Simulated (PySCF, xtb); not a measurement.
C₃H₆BFO₂, SMILES C[C@]1(F)OCB1O.

xtb with GFN2-xTB at its own geometry gives an orbital gap of 4.59 eV and a dipole moment of 4.07 D.

Geometry: PBE0-D3(BJ)/def2-SVP. The structure was generated by enumeration; whether it is a known compound was not checked. The values are those of a single conformer.

Question: What does PySCF with B3LYP/def2-TZVP give? (The exact figures need the calculation; the answer reports its results.)

Answer: gap 7.02 eV (levels -7.73 and -0.71 eV), dipole 2.79 D.
